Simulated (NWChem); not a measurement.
All runs are NWChem calculations. System: HBBr2, charge 0, spin multiplicity 1, at a geometry optimised with PBE/def2-SVP. The structure started from a generated list of species. Level: MP2/def2-TZVP, 19 core orbitals frozen.

Input file:

```
start mol
memory heap 200 mb stack 800 mb global 1000 mb
geometry units angstroms nocenter noautoz
  B      0.000000     0.000000    -0.838204
  H      0.000000     0.000000    -2.046236
  Br     1.663139     0.000000     0.089104
  Br    -1.663139     0.000000     0.089104
  symmetry group C2v
end
basis spherical
  * library def2-tzvp
end
scf
  rhf
  nopen 0
  maxiter 100
  thresh 1e-7
  semidirect memsize 60000000 filesize 0
end
mp2
  freeze core 19
end
task mp2 energy
```

Output (cleaned and shortened):

```
             Northwest Computational Chemistry Package (NWChem) 7.3.0
             --------------------------------------------------------

                                NWChem Input Module
                                -------------------

 Scaling coordinates for geometry "geometry" by  1.889725989
 (inverse scale =  0.529177249)

 Turning off AUTOSYM since
 SYMMETRY directive was detected!

                             Geometry "geometry" -> ""
                             -------------------------

 Output coordinates in angstroms (scale by  1.889725989 to convert to a.u.)

  No.       Tag          Charge          X              Y              Z
 ---- ---------------- ---------- -------------- -------------- --------------
    1 B                    5.0000     0.00000000     0.00000000    -0.83820400
    2 H                    1.0000     0.00000000     0.00000000    -2.04623600
    3 Br                  35.0000     1.66313900     0.00000000     0.08910400
    4 Br                  35.0000    -1.66313900     0.00000000     0.08910400

 Effective nuclear repulsion energy (a.u.)     308.0269426453

            Nuclear Dipole moment (a.u.)
            ----------------------------
        X                 Y               Z
 ---------------- ---------------- ----------------
     0.0000000000     0.0000000000     0.0000453534

      Symmetry information
      --------------------

 Group name             C2v
 Group number             16
 Group order               4
 No. of unique centers     3

      Symmetry unique atoms

     1    2    3


 Summary of "ao basis" -> "" (spherical)
 ------------------------------------------------------------------------------
       Tag                 Description            Shells   Functions and Types
 ---------------- ------------------------------  ------  ---------------------
 *                         def2-tzvp                  on all atoms

 Summary of "ao basis" -> "ao basis" (spherical)
 ------------------------------------------------------------------------------
       Tag                 Description            Shells   Functions and Types
 ---------------- ------------------------------  ------  ---------------------
 B                         def2-tzvp                11       31   5s3p2d1f
 H                         def2-tzvp                 4        6   3s1p
 Br                        def2-tzvp                16       48   6s5p4d1f

                                 NWChem SCF Module
                                 -----------------

  ao basis        = "ao basis"
  functions       =   133
  atoms           =     4
  closed shells   =    38
  open shells     =     0
  charge          =   0.00
  wavefunction    = RHF
  use symmetry    = T
  symmetry adapt  = T

 Summary of "ao basis" -> "ao basis" (spherical)
 ------------------------------------------------------------------------------
       Tag                 Description            Shells   Functions and Types
 ---------------- ------------------------------  ------  ---------------------
 B                         def2-tzvp                11       31   5s3p2d1f
 H                         def2-tzvp                 4        6   3s1p
 Br                        def2-tzvp                16       48   6s5p4d1f

      Symmetry analysis of basis
      --------------------------

        a1         50
        a2         19
        b1         40
        b2         24

 Forming initial guess at       0.1s

      Superposition of Atomic Density Guess
[...]
    13      0.724650  1 B  py                57     -0.387594  3 Br py
   105     -0.387594  4 Br py                10      0.348003  1 B  py
     7      0.302303  1 B  py

 Vector   40  Occ=0.000000D+00  E= 1.311104D-01  Symmetry=a1
              MO Center=  2.8D-13, -1.5D-12, -1.3D+00, r^2= 7.4D+00
   Bfn.  Coefficient  Atom+Function         Bfn.  Coefficient  Atom+Function
  ----- ------------  ---------------      ----- ------------  ---------------
     5      3.297189  1 B  s                 34     -1.489786  2 H  s
     4     -1.116762  1 B  s                 14     -0.990456  1 B  pz
    43     -0.620760  3 Br s                 91     -0.620760  4 Br s
    11      0.332630  1 B  pz                58      0.318380  3 Br pz
   106      0.318380  4 Br pz                33      0.289397  2 H  s

 Vector   41  Occ=0.000000D+00  E= 1.547561D-01  Symmetry=a1
              MO Center= -2.0D-14,  4.8D-15, -3.6D-01, r^2= 7.9D+00
   Bfn.  Coefficient  Atom+Function         Bfn.  Coefficient  Atom+Function
  ----- ------------  ---------------      ----- ------------  ---------------
     4      1.553187  1 B  s                 14      1.118063  1 B  pz
    43     -0.946028  3 Br s                 91     -0.946028  4 Br s
    56      0.803018  3 Br px               104     -0.803018  4 Br px
     5      0.406331  1 B  s                 11      0.160667  1 B  pz

 center of mass
 --------------
 x =   0.00000000 y =   0.00000000 z =   0.03245536

 moments of inertia (a.u.)
 ------------------
          47.042128616272           0.000000000000           0.000000000000
           0.000000000000        1625.820681570658           0.000000000000
           0.000000000000           0.000000000000        1578.778552954386

  Mulliken analysis of the total density
  --------------------------------------

    Atom       Charge   Shell Charges
 -----------   ------   -------------------------------------------------------
    1 B    5     4.85   0.91  1.07  0.50  0.47  0.01  0.80  0.81  0.06  0.05  0.15  0.02
    2 H    1     0.94   0.25  0.51  0.16  0.01
    3 Br  35    35.10   2.00  2.00  1.16  0.78  0.99  0.96  6.00  5.94  1.27  2.80  1.16  8.98  1.02 -0.00  0.04  0.01
    4 Br  35    35.10   2.00  2.00  1.16  0.78  0.99  0.96  6.00  5.94  1.27  2.80  1.16  8.98  1.02 -0.00  0.04  0.01

       Multipole analysis of the density wrt the origin
       ------------------------------------------------

     L   x y z        total         open         nuclear
     -   - - -        -----         ----         -------
     0   0 0 0     -0.000000      0.000000     76.000000

     1   1 0 0      0.000000      0.000000      0.000000
     1   0 1 0      0.000000      0.000000      0.000000
     1   0 0 1     -0.266855      0.000000      0.000045

     2   2 0 0    -32.777991      0.000000    691.437305
     2   1 1 0     -0.000000      0.000000      0.000000
     2   1 0 1      0.000000      0.000000      0.000000
     2   0 2 0    -31.790004      0.000000      0.000000
     2   0 1 1      0.000000      0.000000      0.000000
     2   0 0 2    -31.845261      0.000000     29.481915

                   NWChem MP2 Semi-direct Energy/Gradient Module
                   ---------------------------------------------

  Basis functions       =    133
  Molecular orbitals    =    133
  Frozen core           =     19
  Frozen virtuals       =      0
  Active alpha occupied =     19
  Active beta occupied  =     19
  Active alpha virtual  =     95
  Active beta virtual   =     95
  Use MO symmetry       = T
  Use skeleton AO sym   = T

  AO/Fock/Back tols     =   1.0D-09  1.0D-09  1.0D-09

 GA uses MA = F    GA memory limited = T

 Available:
  local mem=  1.15D+08
 global mem=  1.31D+08
 local disk=  0.00D+00
  mp2_memr nvloc                    95
  nvloc new                    95
   1 passes of  19:        5242880                     126299                  52194804.
   1 passes of  19: M    114678567           G      131036622           F     109435687.

 Semi-direct pass number   1 of   1  for RHF alpha+beta  at        7.0s
  vrange nnbf                  8500
  mp2_eaftype                   199  avail_ma_in_mb                   999
 EAF : mp2_eaftype filesize         199   26097402.
  mp2_eaf for mointskh                    199
Node 0 wrote    122.7 Mb in      0.1 s     Agg I/O rate:  1697.7 Mb/s
 Done moints_semi at       25.4s
  mp2_eaftype                   199  avail_ma_in_mb                   800
 EAF : mp2_eaftype filesize         199   26097402.
  mp2_eaf for kh                   199
 Done maket at       26.3s
 Done multipass loop at       26.3s

          -------------------------------------------
          SCF energy               -5170.169522703745
          Correlation energy          -0.647771188603
          Singlet pairs               -0.360331042419
          Triplet pairs               -0.287440146184
          Total MP2 energy         -5170.817293892348
          -------------------------------------------

          ---------------------------------------------------
                    Spin Component Scaled (SCS) MP2
          Same spin pairs                     -0.191626764123
          Same spin scaling factor             0.333333333333
          Opposite spin pairs                 -0.456144424480
          Opposite spin scaling fact.          1.200000000000
          SCS-MP2 correlation energy          -0.611248897417
          Total SCS-MP2 energy             -5170.780771601162
          ---------------------------------------------------

 -----------------------
 Performance information
 -----------------------

 Timer overhead =  2.43D-07 seconds/call

               Nr. of calls         CPU time (s)                 Wall time (s)                GFlops
             ---------------    -------------------     ------------------------------   -------------------
Name         Min   Avg   Max    Min     Avg     Max     Min     Avg     Max   Mx/calls   Min     Max     Sum
mp2: moin     1     1     1    18.     18.     18.      18.     18.     18.     18.      0.0     0.0     0.0
mp2: make     1     1     1   0.84    0.84    0.84     0.84    0.84    0.84    0.84      0.0     0.0     0.0
mp2: tota     1     1     1    19.     19.     19.      19.     19.     19.     19.      0.0     0.0     0.0

 The average no. of pstat calls per process was 3.00D+00
 with a timing overhead of 7.28D-07s

 Task  times  cpu:       26.3s     wall:       26.3s

 Total times  cpu:       26.3s     wall:       26.3s
```
